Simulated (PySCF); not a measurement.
C3HClF2, SMILES FC(F)=C=CCl.

The structure is a stationary point at B3LYP-D3(BJ)/def2-SVP.

Level of theory: PBE/def2-TZVP (PySCF).

Symmetry labels are those of the subgroup Cs that the program uses (full group Cs).

Question: List the valence orbital energies around the gap with their symmetry. (Estimate from the structure and the level; the computed values follow.)

Answer: 
```csv
orbital,symmetry,energy (eV)
HOMO−7,A',-11.58
HOMO−6,A',-11.13
HOMO−5,A",-10.99
HOMO−4,A",-10.54
HOMO−3,A",-9.37
HOMO−2,A',-7.84
HOMO−1,A",-6.98
HOMO,A',-6.69
LUMO,A",-2.25
LUMO+1,A',-1.67
LUMO+2,A',0.18
LUMO+3,A',1.16
```
